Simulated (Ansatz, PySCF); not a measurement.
Isomers of Cl2H4Si2: 1 is [SiH3][SiH](Cl)Cl, 2 is Cl[SiH2][SiH2]Cl; one conformer of each (the lowest of an xTB search), B3LYP-D3(BJ)/def2-TZVP minima.
Isomer 1 (charge 0, multiplicity 1, Z-matrix in Å and degrees):
```
Si
H 1 1.4755
Cl 1 2.0657 2 107.05
Cl 1 2.0657 2 107.05 3 117.02
Si 1 2.3385 2 115.25 4 121.49
H 5 1.4797 1 108.47 2 -179.95
H 5 1.4813 6 110.06 1 119.48
H 5 1.4813 6 110.06 7 121.04
```
Isomer 2 (charge 0, multiplicity 1):
```xyz
8

Cl    -2.26367     1.39350    -0.28399
Si    -1.12621    -0.31727     0.01924
Si     1.12619     0.31734    -0.01880
Cl     2.26375    -1.39396     0.28103
H     -1.50068    -0.89984     1.32539
H     -1.43412    -1.27826    -1.06118
H      1.43490     1.27686     1.06271
H      1.49983     0.90162    -1.32441
```

No zero-point or thermal terms.

Frozen-core correlation.

Programs: Ansatz (Gaussian orbitals); PySCF for the dispersion terms. 

Task: Estimate the electronic energy of isomer 2 less that of isomer 1 that r2SCAN/def2-TZVPP returns for this input.

Result: 10 kJ/mol

Ansatz is an electronic-structure program.
